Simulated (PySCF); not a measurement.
Zn(OH) (HOZn), SMILES [OH][Zn+], charge +1. Coordinates come from a B3LYP-D3(BJ)/def2-TZVP optimisation. The spin state was assumed, not searched. The isomer is the one that the SMILES or the coordinates give; other isomers of the formula were not compared.

All values below come from PySCF with B3LYP-D3(BJ)/def2-TZVP.

Harmonic wavenumbers (cm⁻¹): 660, 902, 3712. Rotational constants (GHz): 690.2, 11.58, 11.38; symmetry number 1.

Task: Work out the zero-point energy and the ideal-gas rigid-rotor harmonic-oscillator thermochemistry at 298.15 K and 1 atm.

Result: ZPE = ½ Σ hcν = ½ × 5274 cm⁻¹ = 7.54 kcal/mol. H − E(el) = 10.02 kcal/mol. Entropy in cal/(mol K): translation 39.14, rotation 18.81, vibration 0.50, total 58.44. G − E(el) = -7.40 kcal/mol. Cp = 9.35 cal/(mol K).
